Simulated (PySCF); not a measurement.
Match the calculated data to a structure.

All candidates are C8H6F2.

| technique | computed result |
| --- | --- |
| Polarisability | 89.2 au [PBE0/def2-SVPD] |
| 13C NMR | chemical shifts (computed TMS as zero) by class: 136.1 (2 C), 133.3 (2 C), 126.0 (1 C), 120.5 (2 C), 38.3 (1 C) ppm [GIAO PBE0/pcSseg-1] |
| UV, strongest line | among the 6 lowest singlet transitions: S5 at 6.86 eV (181 nm, f = 0.309) [TDDFT PBE0/def2-SVPD] |
| Triplet | lowest triplet excitation (Tamm–Dancoff): 4.07 eV [TDA PBE0/def2-SVPD] |
| NMR, other nuclei | isotropic shieldings of nuclei other than C and H, by class: 301 (2 F) ppm [GIAO PBE0/pcSseg-1] |
| Rotational structure | rotational constants A, B, C: 3.324, 0.810, 0.682 GHz [GFN2-xTB] |

Gas-phase values; electronic properties from PySCF, density fitting. Levels stand in brackets. Geometry: GFN2-xTB, one conformer, isolated molecule. Each NMR value is the plain mean over a class of atoms that symmetry, rotation or inversion makes alike.

Problem. Which candidate is it?
A. `C=Cc1cccc(F)c1F`
B. `C=C(F)c1cccc(F)c1`
C. `FC(F)C1c2ccccc21`
D. `C#C/C=C1/C(=C)CC1(F)F`

Solution. C. It is `FC(F)C1c2ccccc21`. Numbering: `[F:1][CH:2]([F:3])[CH:4]1[c:5]2[cH:6][cH:7][cH:8][cH:9][c:10]21`. Its formula, C8H6F2, gives 5 degrees of unsaturation: 2 rings and 3 π bonds in the structure found (Kekulé form). 8 carbons fall into 5 classes; from least to most shielded: aromatic CH carbon [C7/C8] (136.1 ppm, 2 C), substituted aromatic carbon [C5/C10] (133.3 ppm, 2 C), CHF2 carbon [C2] (126.0 ppm), aromatic CH carbon [C6/C9] (120.5 ppm, 2 C), benzylic-type carbon [C4] (38.3 ppm). The other shieldings belong to: 301 ppm, fluorine of a CF2 group [F1/F3]. The optimised geometry has point group Cs and is an asymmetric top.

The others, at the same levels:
- `C#C/C=C1/C(=C)CC1(F)F` fails: it has 8 carbon classes against 5; its computed 13C shifts are 161.3 (1 C), 145.4 (1 C), 124.3 (1 C), 116.1 (1 C), 113.4 (1 C), 104.0 (1 C), 83.7 (1 C), 48.6 (1 C) ppm, rotational constant A is 1.928 GHz (against 3.324 GHz) and smallest rotational constant is 0.826 GHz (against 0.682 GHz).
- `C=Cc1cccc(F)c1F` fails: it has 8 carbon classes against 5; its computed 13C shifts are 161.4 (1 C), 157.9 (1 C), 134.4 (1 C), 133.0 (1 C), 128.9 (1 C), 123.6 (1 C), 123.2 (1 C), 121.0 (1 C) ppm, rotational constant A is 2.295 GHz (against 3.324 GHz) and smallest rotational constant is 0.751 GHz (against 0.682 GHz).
- `C=C(F)c1cccc(F)c1` fails: it has 8 carbon classes against 5; its computed 13C shifts are 172.9 (1 C), 172.5 (1 C), 138.6 (1 C), 136.3 (1 C), 125.0 (1 C), 122.6 (1 C), 116.6 (1 C), 95.9 (1 C) ppm and rotational constant A is 2.683 GHz (against 3.324 GHz).

Each candidate is one conformer, not necessarily the lowest. Dipoles, sizes and rotational constants follow the conformer. The torsions of the flexible species, by atom-mapped SMILES:
- `[F:1][CH:2]([F:3])[CH:4]1[c:5]2[cH:6][cH:7][cH:8][cH:9][c:10]21`: F1–C2–C4–C5 -153°
- `[CH2:1]=[CH:2][c:3]1[cH:4][cH:5][cH:6][c:7]([F:8])[c:9]1[F:10]`: C1–C2–C3–C4 0°
- `[CH2:1]=[C:2]([F:3])[c:4]1[cH:5][cH:6][cH:7][c:8]([F:9])[cH:10]1`: C1–C2–C4–C5 180°
